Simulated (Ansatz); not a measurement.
A nudged elastic band was laid between two geometries of C3H6OSi (11 atoms, charge 0, multiplicity 1).

These are results of UKS PBE-D4/6-31G* in Ansatz, not measurements.

```yaml
movable_images: 5
climbing_image: yes
spring: 5.0 eV/Å²
optimiser: quadratic models (default)
start_path: through a guess of the saddle point
force_threshold: 0.05 eV/Å
iteration_limit: 60
end_points: relaxed
```

First end point:

```xyz
11
Properties=species:S:1:pos:R:3
C -1.516 0.894 1.814
C -0.657 0.163 1.332
Si 0.605 -0.838 0.447
C 0.780 0.019 -1.256
O -0.515 0.228 -1.834
H -2.267 1.513 2.273
H 1.883 -0.854 1.238
H 0.094 -2.238 0.295
H 1.361 0.963 -1.167
H 1.333 -0.630 -1.957
H -1.036 0.723 -1.165
```

Last end point:

```xyz
11
Properties=species:S:1:pos:R:3
C -1.340 1.522 1.705
C -0.682 0.467 1.359
Si 0.507 -0.724 0.540
C 0.719 0.020 -1.211
O -0.568 0.273 -1.781
H -1.733 0.139 1.794
H 1.770 -0.808 1.348
H -0.164 -2.059 0.498
H 1.362 0.927 -1.186
H 1.219 -0.707 -1.873
H -1.024 0.894 -1.172
```

Problem. Which bonds break or form, and what moves?

Solution. Bonds formed: C2–H6.

Problem. What energy profile does the band end with?

Solution. The forces met the threshold. The highest image is number 3 of 0 to 6, 204.4 kJ/mol above the first end and 12.5 kJ/mol above the last; the last end lies 191.9 kJ/mol above the first. A vibrational analysis at the climbing image gives one clearly imaginary mode, 231i cm⁻¹: a first-order saddle point.

```
image  path coordinate (Å)  energy (kJ/mol)  C2–H6 (Å)
    0                 0.00              0.0       2.30
    1                 0.75             14.5       2.28
    2                 1.50            120.9       1.91
    3                 2.25            204.4       1.21
    4                 2.96            199.9       1.20
    5                 3.67            194.5       1.20
    6                 4.38            191.9       1.18
```

Problem. What is the geometry of the highest image?

Solution. 
```xyz
11
Properties=species:S:1:pos:R:3
C -1.493 0.737 2.446
C -0.717 0.183 1.579
Si 0.486 -0.785 0.525
C 0.659 0.112 -1.158
O -0.576 0.148 -1.887
H -1.320 1.146 1.156
H 1.789 -0.850 1.268
H -0.060 -2.163 0.328
H 1.111 1.120 -1.036
H 1.361 -0.467 -1.784
H -1.175 0.762 -1.416
```

Problem. What are the harmonic wavenumbers there?

Solution. 231i, 72, 119, 208, 230, 291, 356, 522, 559, 635, 670, 686, 778, 849, 914, 1020, 1134, 1271, 1367, 1444, 1847, 2184, 2216, 2411, 2929, 3030, 3633 cm⁻¹.

Time of the run: 3.3 min on 2 threads of Arm Neoverse V2, with other jobs on the host, peak memory 0.16 GiB.
